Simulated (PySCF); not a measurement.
**Working with the constants of SmN**

LC-ωPBE constants of SmN, sextet, about 5.6 electrons in the 4f shell (Mulliken), real f orbitals that mix terms (PySCF, spin-free X2C with a Gaussian nucleus, basis sets Sm x2c-TZVPall, N x2c-TZVPall; masses 151.9197 and 14.0031 u):

| Item | Value |
| --- | --- |
| ωe | 867.6 cm⁻¹ |
| ωexe | 9.56 cm⁻¹ |
| Be | 0.44454 cm⁻¹ |
| αe | 0.00415 cm⁻¹ |
| D (centrifugal) | 4.67e-07 cm⁻¹ |
| De to Sm (4f6 6s2) + N | 3.11 eV |

Q: Give the vibrational terms G(v) and spacings up to v = 6.

A: G(v) = ωe(v+½) − ωexe(v+½)².

```json
{"v": "0", "G(v) (cm⁻¹)": "431", "G(v) − G(v−1)": "", "Bv (cm⁻¹)": "0.4425"}
{"v": "1", "G(v) (cm⁻¹)": "1280", "G(v) − G(v−1)": "848", "Bv (cm⁻¹)": "0.4383"}
{"v": "2", "G(v) (cm⁻¹)": "2109", "G(v) − G(v−1)": "829", "Bv (cm⁻¹)": "0.4342"}
{"v": "3", "G(v) (cm⁻¹)": "2919", "G(v) − G(v−1)": "810", "Bv (cm⁻¹)": "0.4300"}
{"v": "4", "G(v) (cm⁻¹)": "3711", "G(v) − G(v−1)": "791", "Bv (cm⁻¹)": "0.4259"}
{"v": "5", "G(v) (cm⁻¹)": "4483", "G(v) − G(v−1)": "772", "Bv (cm⁻¹)": "0.4217"}
{"v": "6", "G(v) (cm⁻¹)": "5235", "G(v) − G(v−1)": "753", "Bv (cm⁻¹)": "0.4176"}
```

Q: How well does the Morse estimate ωe²/(4ωexe) reproduce De, and what is D0?

A: It gives 2.44 eV, 78 % of the computed De. D0 = De − G(0) = 3.11 − 0.05 = 3.06 eV.

Spin–orbit coupling is left out, which matters for elements this heavy, above all for dissociation energies. With d or f electrons several states lie close, and the lowest PBE0 determinant need not be the measured ground state.
